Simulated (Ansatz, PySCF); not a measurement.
Caution: the highest occupied level lies above zero, so the state may not be bound. Caution: the restricted solution is unstable towards spin-unrestricted or complex orbitals, so a lower solution exists and this singlet may not be the ground state. This singlet is an excited state, 0.06 eV above the relaxed triplet at the level frozen-core CCSD(T)/aug-cc-pVDZ // B3LYP-D3(BJ)/def2-TZVPD (Ansatz, a quantum-chemistry and plane-wave program).

B3LYP has the VWN-RPA correlation part, as in Gaussian. 

# CH6BSi, SMILES `C[B-][SiH3]` (excited singlet) (charge -1, multiplicity 1)

Calculation: B3LYP-D3(BJ)/def2-TZVPD in PySCF 2.14.0.

| Item | Result |
|---|---|
| HOMO | 0.95 eV |
| total energy | -9688.64 eV |
| cost | about 29 core-seconds (a rough figure) |

```xyz
9

C     -1.5988    -0.1397    -0.0038
B     -0.2932    -1.0029     0.2757
Si     1.4532     0.0065     0.0375
H     -2.5547    -0.6578     0.1169
H     -1.6168     0.7471     0.6562
H     -1.5712     0.2701    -1.0303
H      1.5902     1.4867    -0.3779
H      2.3269    -0.6775    -0.9763
H      2.2645    -0.0324     1.3021
```
Charge -1, spin multiplicity 1.
